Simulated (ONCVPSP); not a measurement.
**Be (Z = 4): excitation energies, all-electron against ONCV**

- Element: beryllium (Be)
- Generator: ONCVPSP 4.0.1
- Type: optimised norm-conserving Vanderbilt (ONCV)
- Functional: PBE
- Relativity: scalar-relativistic
- Frozen core: [He]
- Valence charge: 2
- Reference configuration: 2s1.5 2p0.5
- Partial waves: 2s: rc 1.95 bohr, ncon 4, nbas 7, qcut 3.7 1/bohr, 2 projectors, debl 3.5 Ha; 2p: rc 4.00 bohr, ncon 5, nbas 9, qcut 3.8 1/bohr, 2 projectors, debl 1.3 Ha; d scattering state at 0.17 Ha: rc 3.35 bohr, ncon 5, nbas 9, qcut 2.9 1/bohr, 2 projectors, debl 1.6 Ha
- Local potential: polynomial inside 1.95 bohr (lpopt 5, dvloc0 0 Ha)
- Core correction: Teter function, fcfact 3.25, rcfact 1.8

Energies are relative to the spin-unpolarised reference configuration 2s1.5 2p0.5; without spin polarisation the order of configurations can differ from experiment.

```tsv
valence configuration	charge	ΔE all-electron (eV)	error AE − PS (meV)
2s1 2p0	+1	7.749	+28
2s1 2p1	0	1.811	-4.1
```

Question: What are ΔE and the potential's error for 2s1.5 2p0?

Answer: ΔE = 1.960 eV all-electron; the error (AE − PS) is +9.1 meV.

Question: What are ΔE and the potential's error for 2s2 2p0?

Answer: ΔE = -1.801 eV all-electron; the error (AE − PS) is -3.9 meV.
